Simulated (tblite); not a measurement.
Species: C4H4Cl2FS (doublet state).
SMILES with atom numbers: `[F:1][C@@:2]([Cl:3])([CH2:4][Cl:5])[CH2:6][C:7]=[S:8]` (hydrogens: H9, H10 on C4; H11, H12 on C6)

The geometry is computed with GFN2-xTB (gas phase). This method treats the open shell by occupation alone, without spin polarisation.

Problem. List the bond lengths, angles and torsions at this level.

Solution. 
```
  bond  length (Å)   order
 F1–C2       1.367  single
C2–Cl3       1.800  single
 C2–C4       1.522  single
C4–Cl5       1.772  single
 C2–C6       1.542  single
 C6–C7       1.451  single
 C7=S8       1.570  double
 C4–H9       1.092  single
C4–H10       1.091  single
C6–H11       1.096  single
C6–H12       1.095  single
```

Orders are formal, as drawn. A selection of angles:
```
    angle  degrees
F1–C2–Cl3    106.6
 F1–C2–C4    107.6
 F1–C2–C6    109.2
Cl3–C2–C4    109.6
Cl3–C2–C6    108.4
 C4–C2–C6    115.2
C2–C4–Cl5    110.6
 C2–C6–C7    116.5
 C6–C7–S8    139.8
```

Dihedral angles: F1–C2–C4–Cl5 177° (antiperiplanar); F1–C2–C6–C7 -63° (synclinal); C2–C6–C7–S8 -5° (synperiplanar).

Of the pairs four or more bonds apart, S8···H9 is among the closest relative to their van der Waals radii: 2.66 Å, 89 % of the sum of Bondi's values. The 2 C–Cl bonds span 1.772 Å (C4–Cl5, drawn single) to 1.800 Å (C2–Cl3, drawn single), a spread of 0.028 Å. The 3 C–C bonds span 1.451 Å (C6–C7, drawn single) to 1.542 Å (C2–C6, drawn single), a spread of 0.091 Å.

Point group: C1 (no symmetry element, even within 0.4 Å). Its GFN2-xTB frequencies are all real (lowest 32 cm⁻¹).

One conformer stands for the species.
